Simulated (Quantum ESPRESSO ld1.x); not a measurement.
Fractional charge and spin in the 4s shell of arsenic: the spin-up occupation runs from 0 to 1 and the spin-down occupation from 0 to 1; the fullest corner is As3+, [Ar] 3d10 4s(up 1, down 1). All-electron calculation, non-relativistic Kohn-Sham, LDA (Slater exchange, Perdew-Zunger correlation), spin-polarised, spherical densities, point nucleus. Program: ld1.x of Quantum ESPRESSO 7.5. Energy (eV) minus the two flat planes that join the four corners (they meet along the diagonal where the two added fractions sum to one electron); zero is where a piecewise linear energy would lie.

down \ up,0,0.25,0.5,0.75,1
0,0.000,-1.088,-1.470,-1.111,0.000
0.25,-1.088,-1.342,-0.881,0.319,-1.061
0.5,-1.470,-0.881,0.420,-0.874,-1.426
0.75,-1.111,0.319,-0.874,-1.340,-1.074
1,0.000,-1.061,-1.426,-1.074,0.000

Corners above the fullest one (they belong to As4+ and the next ion): (up 1, down 0) 49.920 eV, (up 0, down 1) 49.920 eV, (up 0, down 0) 113.15 eV. With half an added electron in each spin the energy lies 0.420 eV from the planes (fractional-spin error, the static-correlation error of a stretched bond), and with half an added electron in spin up alone -1.470 eV (fractional-charge error). For a frontier s shell over closed shells the exact functional lies on the planes.
